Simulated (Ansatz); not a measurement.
BeBr₂. The state is a triplet with charge 0. Geometry PBE0-D4/def2-TZVP, that of the neutral singlet; atoms count from 1.

```
atom    x (Å)    y (Å)    z (Å)
 Be1   0.0000   0.0003  -0.0001
 Br2  -1.7550   0.2382   0.8208
 Br3   1.7550  -0.2385  -0.8207
```

At PBE0-D4/def2-TZVP a singlet of charge 0 lies 6.40 eV below the triplet at the same geometry.

Question: Estimate the Mulliken populations from the PBE0/def2-TZVP orbitals of Ansatz.

Answer: 
| atom | charge (e) | spin (α − β) |
| --- | --- | --- |
| Be1 | -0.23 | 0.93 |
| Br2 | 0.11 | 0.54 |
| Br3 | 0.11 | 0.54 |
Mulliken values and Mayer orders depend strongly on the basis.

Question: Where does the spin sit?

Answer: Summed by element: Be 0.93, Br 1.07, of 2 unpaired in all. Largest on single atoms: Be1 0.93, Br2 0.54, Br3 0.54.

Question: And the Mayer bond orders between bonded heavy atoms (over 0.3)?

Answer: Be1–Br2 1.04 (1.95 Å); Be1–Br3 1.04 (1.95 Å). Values over 0.3 also appear between atoms too far apart for a bond (Br2–Br3 0.46 at 3.90 Å); they arise where an orbital or an unpaired electron spreads over both atoms.
